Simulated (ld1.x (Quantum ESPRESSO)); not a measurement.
lithium: one change to an RRKJ potential, before and after

ld1.x (Quantum ESPRESSO) 7.5 input, shortened:

```
&input
   title='Li', zed=3., rel=1, dft='PBE', iswitch=3,
   config='[He] 2s0.75 2p0.25'
 /
 &inputp
   pseudotype=2, tm=.false., rho0=0.01, lloc=0,
   nlcc=.true., new_core_ps=.true., rcore=1.85
 /
2
2P  2  1   0.25   0.00  4.20  4.20  0.0
2S  1  0   0.75   0.00  3.00  3.00  0.0
 &test
   configts(1)='2s0.75 2p0.25'
 /
```

Change: core none, valence charge 3; reference 1s2 2s0.5 2p0.5; waves now 2p (bound): rc 4.20 bohr; 1s (bound): rc 0.65 bohr; core correction none.

Cutoffs: the cutoffs (Ry, on a coarse ladder) from which the occupation-weighted sum of valence levels, in a spherical-Bessel basis at the reference potential, stays within 10 and 1 mRy of its value at 400 Ry; they do not see the model core or the augmentation charge, which bear on the density cutoff. Errors are all-electron minus pseudo energies relative to the spin-unpolarised reference configuration.

Question: What does the change do?

Answer: The number of tests with a reliable result goes from 3 to 5; the range in which the s phases agree widens (upper end 0.6 → 3.1); neither file shows a bound ghost. Several settings change at once here, so the effects cannot be laid on one of them.

| quantity | base | changed |
| --- | --- | --- |
| cutoff, loose | 6 Ry | 180 Ry |
| cutoff, tight | 6 Ry | over 300 Ry |
| loose cutoff by channel (10 mRy a level) | p 6 Ry, s 6 Ry | p 6 Ry, s 160 Ry |
| bound ghosts | none | none |
| largest error over its own tests, meV | -5.6 | +119 |
| s: phases at 4.57 bohr within 0.05 rad from the reference energy up to (Ry; the scan ends near 5) | 0.6 | 3.1 |
| p: phases at 4.57 bohr within 0.05 rad from the reference energy up to (Ry; the scan ends near 5) | 0.6 | 0.5 |
